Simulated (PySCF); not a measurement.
Isomers of C4H8OSi.

All values: PBE0/6-311+G(2d,p) (PySCF) at PBE0-D3(BJ)/def2-SVP geometries, gas phase, one conformer each.

**Question.** Rank by the lowest Hirshfeld charge on any atom, lowest value first.
A. `[CH2:1]=[CH:2][C:3](=[CH2:4])[O:5][SiH3:6]` with C1–C2–C3–C4 180°, C2–C3–O5–Si6 179°
B. `[CH:1]#[C:2][CH2:3][SiH2:4][O:5][CH3:6]` with C2–C3–Si4–O5 179°, C3–Si4–O5–C6 -179°
C. `[CH3:1][O:2][C@H:3]1[CH:4]=[C:5]1[SiH3:6]` with C1–O2–C3–C4 -148°
D. `[SiH3:1][O:2][C:3]1=[CH:4][CH2:5][CH2:6]1` with Si1–O2–C3–C4 1°

**Answer.** B (-0.242 e), D (-0.210 e), A (-0.198 e), C (-0.159 e).

**Question.** Rank by LUMO energy, highest first.
A. `[CH3:1][O:2][C@H:3]1[CH:4]=[C:5]1[SiH3:6]` with C1–O2–C3–C4 -148°
B. `[CH:1]#[C:2][CH2:3][SiH2:4][O:5][CH3:6]` with C2–C3–Si4–O5 179°, C3–Si4–O5–C6 -179°
C. `[SiH3:1][O:2][C:3]1=[CH:4][CH2:5][CH2:6]1` with Si1–O2–C3–C4 1°
D. `[CH3:1][C@@H:2]1[CH:3]=[C:4]1[O:5][SiH3:6]` with C3–C4–O5–Si6 -173°
E. `[CH2:1]=[CH:2][C:3](=[CH2:4])[O:5][SiH3:6]` with C1–C2–C3–C4 180°, C2–C3–O5–Si6 179°

**Answer.** B (0.13 eV), C (-0.14 eV), D (-0.30 eV), A (-0.77 eV), E (-0.89 eV).

All values together:

```tsv
SMILES	μ (D)	HOMO (eV)	LUMO (eV)	lowest IAO charge (e)	highest IAO charge (e)	lowest Hirshfeld charge (e)	highest Hirshfeld charge (e)
CO[C@H]1C=C1[SiH3]	0.89	-7.24	-0.77	-0.398 (O)	+0.609 (Si)	-0.159 (O)	+0.329 (Si)
C[C@@H]1C=C1O[SiH3]	1.04	-6.56	-0.30	-0.552 (O)	+0.858 (Si)	-0.195 (O)	+0.413 (Si)
C#CC[SiH2]OC	1.16	-7.49	0.13	-0.647 (O)	+1.034 (Si)	-0.242 (O)	+0.410 (Si)
[SiH3]OC1=CCC1	0.55	-6.47	-0.14	-0.573 (O)	+0.851 (Si)	-0.210 (O)	+0.402 (Si)
C=CC(=C)O[SiH3]	0.44	-6.61	-0.89	-0.587 (O)	+0.844 (Si)	-0.198 (O)	+0.399 (Si)
```

Conformers: `[CH3:1][O:2][C@H:3]1[CH:4]=[C:5]1[SiH3:6]` with C1–O2–C3–C4 -148°; `[CH3:1][C@@H:2]1[CH:3]=[C:4]1[O:5][SiH3:6]` with C3–C4–O5–Si6 -173°; `[CH:1]#[C:2][CH2:3][SiH2:4][O:5][CH3:6]` with C2–C3–Si4–O5 179°, C3–Si4–O5–C6 -179°; `[SiH3:1][O:2][C:3]1=[CH:4][CH2:5][CH2:6]1` with Si1–O2–C3–C4 1°; `[CH2:1]=[CH:2][C:3](=[CH2:4])[O:5][SiH3:6]` with C1–C2–C3–C4 180°, C2–C3–O5–Si6 179°.
